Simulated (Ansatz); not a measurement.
Calculated with Ansatz (gas phase, PBE0-D4/def2-TZVP geometries, no zero-point term in ΔE). CBS: MP2 limit from def2 TZ/QZ plus the TZ coupled-cluster correction, frozen cores. This one scheme is used for every species. DFT in def2-TZVPP. B3LYP here is the variant with VWN-RPA as its local correlation; programs differ in this. HSE06 is defined as in plane-wave codes. For Br outer-core shells are correlated without core-valence functions, which leaves a few kJ/mol of doubt a bond. Scalar relativity is left out up to krypton.

Reaction (hydrogenolysis of a B–F bond): `FBBr` + H₂ → `BBr` + H–F

```
             level  ΔE (kJ/mol)  difference from CCSD(T)/CBS
         revPBE-D4        127.5                          9.0
         r2SCAN-D4        134.8                         16.3
            B97M-V        134.7                         16.2
        r2SCAN0-D4        128.5                         10.0
          HSE06-D4        122.5                          4.0
           ωB97M-V        128.0                          9.5
            r2SCAN        134.6                         16.1
             B3LYP        127.0                          8.5
           r2SCANh        131.9                         13.4
             BHLYP        123.9                          5.4
RPA@PBE/def2-TZVPP        118.7                          0.2
  CCSD(T)/def2-SVP        138.8                         20.3
SCS-MP2/def2-TZVPP        122.0                          3.5
     HF/def2-QZVPP        118.1                         -0.4
   CCSD/def2-QZVPP        118.3                         -0.2
CCSD(T)/def2-QZVPP        120.5                          2.0
       CCSD(T)/CBS        118.5                            0
```

Largest T1 diagnostic among the species: 0.011.

In def2-TZVPP, CCSD(T) changes the Hartree–Fock value by +3.3 kJ/mol (the triples alone add +2.7 kJ/mol) and MP2 by +5.8 kJ/mol. From PBE to PBE0 (25 % exact exchange), in def2-TZVPP and without D4, ΔE moves by −5.5 kJ/mol. Leaving LDA and LC-ωPBE aside and taking each functional with its dispersion term where it has one, the values, not all of them listed here, spread over 13.7 kJ/mol, from PBE-QIDH to r2SCAN-D4. LDA lies +7.7 kJ/mol from PBE without D4.
